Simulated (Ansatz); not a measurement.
A structure relaxed at PBE-D4/def2-SVP in Ansatz, charge 1, doublet:

```xyz
6

As   -2.285   -0.523    1.506
As    2.076    1.247   -1.995
As   -0.095    0.502    1.288
As    0.911   -0.568   -0.874
As   -0.549   -1.373    2.767
As   -0.058    0.715   -2.693
```

(1) Give its formula and point group.

(2) Summarise the bond lengths by kind (pairs closer than 1.2 times the sum of covalent radii, bridged metal pairs left out).

Results:

(1) As6⁺. Point group C2 (tolerance 0.1 Å).

(2) 7 × As–As 2.31 to 2.61 Å.

Another isomer (doublet) lies 0.84 eV lower at PBE0-D4/def2-SVP; other spin states weren't run for this one.
